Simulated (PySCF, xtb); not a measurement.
C2H9NSi3, SMILES [SiH2]1[SiH2]N=C([SiH3])C1.

GFN2-xTB (xtb 6.7.1) at its own geometry gives an orbital gap of 2.15 eV and a dipole moment of 1.26 D.

Coordinates come from a PBE0-D3(BJ)/def2-SVP optimisation. This is a generated structure with no PubChem entry under its InChIKey; it may be hypothetical. One conformer was computed; it need not be the lowest.

**Question.** What does PBE/def2-TZVP in PySCF give? (Estimate from the structure and the level; the computed values follow.)

**Answer.** gap 3.21 eV (levels -5.47 and -2.26 eV), dipole 1.53 D.
